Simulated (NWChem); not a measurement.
Everything below was run with NWChem. System: dimethyl telluride (C2H6Te), charge 0, spin multiplicity 1, at a geometry optimised with PBE0/def2-SVP with def2 effective core potentials on Te. Level: MP2/def2-TZVP with def2 effective core potentials on Te, 6 core orbitals frozen.

Job file:

```
start mol
memory heap 200 mb stack 900 mb global 1100 mb
geometry units angstroms nocenter noautoz
  C     -1.579783     0.000000    -1.066372
  Te     0.000000     0.000000     0.395885
  C      1.579783     0.000000    -1.066372
  H     -1.517498    -0.902524    -1.687939
  H     -2.532073     0.000000    -0.518906
  H     -1.517498     0.902524    -1.687939
  H      1.517498    -0.902524    -1.687939
  H      2.532073     0.000000    -0.518906
  H      1.517498     0.902524    -1.687939
  symmetry group C2v
end
basis spherical
  * library def2-tzvp
end
ecp
  Te library def2-ecp
end
scf
  rhf
  nopen 0
  maxiter 100
  thresh 1e-7
  semidirect memsize 60000000 filesize 0
end
mp2
  freeze core 6
end
task mp2 energy
```

NWChem printed:

```
             Northwest Computational Chemistry Package (NWChem) 7.3.0
             --------------------------------------------------------

                                NWChem Input Module
                                -------------------

 Scaling coordinates for geometry "geometry" by  1.889725989
 (inverse scale =  0.529177249)

 Turning off AUTOSYM since
 SYMMETRY directive was detected!

                             Geometry "geometry" -> ""
                             -------------------------

 Output coordinates in angstroms (scale by  1.889725989 to convert to a.u.)

  No.       Tag          Charge          X              Y              Z
 ---- ---------------- ---------- -------------- -------------- --------------
    1 C                    6.0000    -1.57978300     0.00000000    -1.06637200
    2 Te                  52.0000     0.00000000     0.00000000     0.39588500
    3 C                    6.0000     1.57978300     0.00000000    -1.06637200
    4 H                    1.0000    -1.51749800    -0.90252400    -1.68793900
    5 H                    1.0000    -2.53207300     0.00000000    -0.51890600
    6 H                    1.0000    -1.51749800     0.90252400    -1.68793900
    7 H                    1.0000     1.51749800    -0.90252400    -1.68793900
    8 H                    1.0000     2.53207300     0.00000000    -0.51890600
    9 H                    1.0000     1.51749800     0.90252400    -1.68793900

 Effective nuclear repulsion energy (a.u.)     245.9262636769

            Nuclear Dipole moment (a.u.)
            ----------------------------
        X                 Y               Z
 ---------------- ---------------- ----------------
    -0.0000000000     0.0000000000    -0.0000226767

      Symmetry information
      --------------------

 Group name             C2v
 Group number             16
 Group order               4
 No. of unique centers     4

      Symmetry unique atoms

     1    2    4    5


 Summary of "ao basis" -> "" (spherical)
 ------------------------------------------------------------------------------
       Tag                 Description            Shells   Functions and Types
 ---------------- ------------------------------  ------  ---------------------
 *                         def2-tzvp                  on all atoms

 Summary of "ao basis" -> "ao basis" (spherical)
 ------------------------------------------------------------------------------
       Tag                 Description            Shells   Functions and Types
 ---------------- ------------------------------  ------  ---------------------
 C                         def2-tzvp                11       31   5s3p2d1f
 Te                        def2-tzvp                16       50   6s5p3d2f
 H                         def2-tzvp                 4        6   3s1p

                                 NWChem SCF Module
                                 -----------------

  ao basis        = "ao basis"
  functions       =   148
  atoms           =     9
  closed shells   =    21
  open shells     =     0
  charge          =   0.00
  wavefunction    = RHF
  use symmetry    = T
  symmetry adapt  = T

 Summary of "ao basis" -> "ao basis" (spherical)
 ------------------------------------------------------------------------------
       Tag                 Description            Shells   Functions and Types
 ---------------- ------------------------------  ------  ---------------------
 C                         def2-tzvp                11       31   5s3p2d1f
[...]
              MO Center= -1.5D-13,  4.5D-17, -7.8D-01, r^2= 9.0D+00
   Bfn.  Coefficient  Atom+Function         Bfn.  Coefficient  Atom+Function
  ----- ------------  ---------------      ----- ------------  ---------------
     5      2.925588  1 C  s                 86      2.925588  3 C  s
    37     -1.627763  2 Te s                115     -1.058554  4 H  s
   127     -1.058554  6 H  s                133     -1.058554  7 H  s
   145     -1.058554  9 H  s                 52      0.990407  2 Te pz
   121     -0.768247  5 H  s                139     -0.768247  8 H  s

 Vector   24  Occ=0.000000D+00  E= 1.455338D-01  Symmetry=a1
              MO Center=  2.1D-15,  1.9D-16,  2.4D-01, r^2= 9.0D+00
   Bfn.  Coefficient  Atom+Function         Bfn.  Coefficient  Atom+Function
  ----- ------------  ---------------      ----- ------------  ---------------
     5      1.750449  1 C  s                 86      1.750449  3 C  s
    52     -1.307520  2 Te pz               121     -1.204471  5 H  s
   139     -1.204471  8 H  s                 37      1.050492  2 Te s
   115     -1.018097  4 H  s                127     -1.018097  6 H  s
   133     -1.018097  7 H  s                145     -1.018097  9 H  s

 center of mass
 --------------
 x =   0.00000000 y =   0.00000000 z =   0.21247460

 moments of inertia (a.u.)
 ------------------
         217.625047075307           0.000000000000          -0.000000000000
           0.000000000000         499.095815470785           0.000000000000
          -0.000000000000           0.000000000000         304.923331046884

  Mulliken analysis of the total density
  --------------------------------------

    Atom       Charge   Shell Charges
 -----------   ------   -------------------------------------------------------
    1 C    6     6.46   0.85  1.12  0.47  0.73  0.06  1.20  1.51  0.45  0.02  0.05  0.00
    2 Te  24    23.86   0.28 -0.83  1.55  1.00  1.04  0.80 -0.51  6.47  1.09  2.11  0.72  9.09  0.91  0.11  0.03  0.00
    3 C    6     6.46   0.85  1.12  0.47  0.73  0.06  1.20  1.51  0.45  0.02  0.05  0.00
    4 H    1     0.87   0.26  0.48  0.10  0.02
    5 H    1     0.87   0.26  0.48  0.10  0.02
    6 H    1     0.87   0.26  0.48  0.10  0.02
    7 H    1     0.87   0.26  0.48  0.10  0.02
    8 H    1     0.87   0.26  0.48  0.10  0.02
    9 H    1     0.87   0.26  0.48  0.10  0.02

       Multipole analysis of the density wrt the origin
       ------------------------------------------------

     L   x y z        total         open         nuclear
     -   - - -        -----         ----         -------
     0   0 0 0     -0.000000      0.000000     42.000000

     1   1 0 0     -0.000000      0.000000     -0.000000
     1   0 1 0     -0.000000      0.000000      0.000000
     1   0 0 1     -0.561556      0.000000    -20.947220

     2   2 0 0    -28.086039      0.000000    185.633065
     2   1 1 0      0.000000      0.000000      0.000000
     2   1 0 1      0.000000      0.000000     -0.000000
     2   0 2 0    -32.707349      0.000000     11.635236
     2   0 1 1      0.000000      0.000000      0.000000
     2   0 0 2    -30.336015      0.000000    104.783128

                   NWChem MP2 Semi-direct Energy/Gradient Module
                   ---------------------------------------------

  Basis functions       =    148
  Molecular orbitals    =    148
  Frozen core           =      6
  Frozen virtuals       =      0
  Active alpha occupied =     15
  Active beta occupied  =     15
  Active alpha virtual  =    127
  Active beta virtual   =    127
  Use MO symmetry       = T
  Use skeleton AO sym   = T

  AO/Fock/Back tols     =   1.0D-09  1.0D-09  1.0D-09

 GA uses MA = F    GA memory limited = T

 Available:
  local mem=  1.26D+08
 global mem=  1.44D+08
 local disk=  0.00D+00
  mp2_memr nvloc                   127
  nvloc new                   127
   1 passes of  15:        5242880                     139896                  69574567.
   1 passes of  15: M    126137896           G      144135392           F     120895016.

 Semi-direct pass number   1 of   1  for RHF alpha+beta  at        3.9s
  vrange nnbf                 10736
  mp2_eaftype                   265  avail_ma_in_mb                  1099
 EAF : mp2_eaftype filesize         265   34787284.
  mp2_eaf for mointskh                    265
Node 0 wrote    163.6 Mb in      0.2 s     Agg I/O rate:   748.4 Mb/s
 Done moints_semi at       12.3s
  mp2_eaftype                   265  avail_ma_in_mb                   834
 EAF : mp2_eaftype filesize         265   34787284.
  mp2_eaf for kh                   265
 Done maket at       12.7s
 Done multipass loop at       12.7s

          -------------------------------------------
          SCF energy                -346.248605167487
          Correlation energy          -0.814649643287
          Singlet pairs               -0.450936267934
          Triplet pairs               -0.363713375353
          Total MP2 energy          -347.063254810774
          -------------------------------------------

          ---------------------------------------------------
                    Spin Component Scaled (SCS) MP2
          Same spin pairs                     -0.242475583569
          Same spin scaling factor             0.333333333333
          Opposite spin pairs                 -0.572174059718
          Opposite spin scaling fact.          1.200000000000
          SCS-MP2 correlation energy          -0.767434066185
          Total SCS-MP2 energy              -347.016039233672
          ---------------------------------------------------

 -----------------------
 Performance information
 -----------------------

 Timer overhead =  9.67D-08 seconds/call

               Nr. of calls         CPU time (s)                 Wall time (s)                GFlops
             ---------------    -------------------     ------------------------------   -------------------
Name         Min   Avg   Max    Min     Avg     Max     Min     Avg     Max   Mx/calls   Min     Max     Sum
mp2: moin     1     1     1    8.4     8.4     8.4      8.4     8.4     8.4     8.4      0.0     0.0     0.0
mp2: make     1     1     1   0.42    0.42    0.42     0.42    0.42    0.42    0.42      0.0     0.0     0.0
mp2: tota     1     1     1    8.9     8.9     8.9      8.9     8.9     8.9     8.9      0.0     0.0     0.0

 The average no. of pstat calls per process was 3.00D+00
 with a timing overhead of 2.90D-07s

 Task  times  cpu:       12.7s     wall:       12.7s

 Total times  cpu:       12.7s     wall:       12.7s
```
